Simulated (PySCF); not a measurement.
Shapes and spin states of PtF₃⁺

Level of theory: PBE in PySCF with Pt def2-SVP with ECP60, F def2-SVP; scalar-relativistic core potentials, no spin–orbit coupling; density-fitted integrals.

Relaxations began from a few typed shapes and spin states; open shells are unrestricted. The search is not exhaustive: other isomers or separated fragments can lie lower, and high-lying points may rest on an excited occupation.

```csv
spin,group,bonds,angles,imaginary modes (cm⁻¹),ΔE (kJ/mol),ΔE with ZPE (kJ/mol)
triplet,C2v,"Pt–F 1.829 Å (×2), Pt–F 1.861 Å","F–Pt–F 96.8° (×2), F–Pt–F 166.3°",none,0.0,0.0
singlet,D3h,Pt–F 1.814 Å (×3),F–Pt–F 120.0° (×3),none,21.6,20.7
triplet,C2v,"Pt–F 1.831 Å, Pt–F 1.845 Å (×2)","F–Pt–F 87.2°, F–Pt–F 136.4° (×2)",154i,23.1,–
quintet,C2v,"Pt–F 1.870 Å (×2), Pt–F 1.968 Å","F–Pt–F 103.4° (×2), F–Pt–F 153.2°",none,113.2,110.6
```

The lowest minimum found is the triplet C2v: Pt–F 1.829 Å (×2), Pt–F 1.861 Å; F–Pt–F 96.8° (×2), F–Pt–F 166.3°.

Formally Pt is in oxidation state +4, d6, with 2 unpaired electrons (the high-spin count would be 4). The Mulliken spin on Pt is 1.05. The polar-tensor charge on Pt, 1.54, is far below the formal one.

For the lowest minimum: other spin states or occupations of the open shell can lie lower. No spin–orbit coupling is included, which matters more the heavier the element.
